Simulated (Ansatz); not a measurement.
Se3⁺. Charge 1, multiplicity 2. Geometry r2SCAN-D4/def2-TZVP; atoms count from 1.

```xyz
3

Se    0.5573   -0.8311   -0.9519
Se   -1.2081   -0.2431    0.3804
Se    0.6508    1.0743    0.5715
```

The structure comes from a short search, and lower isomers may exist.

Question: Estimate the Mulliken populations from the PBE0/def2-TZVP orbitals of Ansatz.

Answer: 
```json
{"atom": "Se1", "charge (e)": "0.28", "spin (α − β)": "0.16"}
{"atom": "Se2", "charge (e)": "0.44", "spin (α − β)": "0.67"}
{"atom": "Se3", "charge (e)": "0.28", "spin (α − β)": "0.17"}
```
Mulliken values and Mayer orders depend strongly on the basis.

Question: Where does the spin sit?

Answer: Summed by element: Se 1.00, of 1 unpaired in all. Largest on single atoms: Se2 0.67, Se3 0.17, Se1 0.16.

Question: And the Mayer bond orders between bonded heavy atoms (over 0.3)?

Answer: Se1–Se2 1.29 (2.29 Å); Se1–Se3 1.09 (2.44 Å); Se2–Se3 1.30 (2.29 Å).
